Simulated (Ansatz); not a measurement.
Name a neutral molecule of C, Ga, Ge and H with HOMO–LUMO gap (PBE0/def2-TZVPP) between 5.15 and 5.45 eV and LUMO energy (ωB97M-V/def2-TZVPP) between -0.50 and -0.20 eV (Ansatz, PBE0-D4/def2-TZVP geometry).

`C=[CH][GaH][GeH3]` (5.41 eV, -0.23 eV). Other molecules can fit too; these were computed, each in one conformer that needn't be the lowest.
